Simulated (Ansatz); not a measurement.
Basis-set extrapolation for FH4O3Si2, SMILES `O[Si](O)(F)O[SiH2]` radical (PBE0-D4/def2-TZVP geometry, frozen core, Ansatz 0.2.0). Multiplicity 2, UHF reference.

|  | def2-TZVPP | def2-QZVPP |
| --- | --- | --- |
| HF | -904.658071 | -904.693722 |
| MP2 correlation | -1.168084 | -1.269115 |
| CCSD(T) correlation | -1.231879 | not run |

Energies in hartree. Use E(X) = E(∞) + A·exp(−7.88·√X) for Hartree–Fock and E(X) = E(∞) + B·X^(−2.97) for correlation, with X = 3 and 4, and add CCSD(T) minus MP2 of the smaller set to the MP2 limit.

What is the CCSD(T) energy at the basis-set limit?

HF limit: -904.693722 + (-0.035651) × 0.13774 = -904.69863. MP2 limit: -1.269115 + (-0.101031) × 0.74074 = -1.34395. Higher-order term: -1.231879 − (-1.168084) = -0.06380. Total: -906.10638 hartree, 568.2 kJ/mol below CCSD(T)/def2-TZVPP.
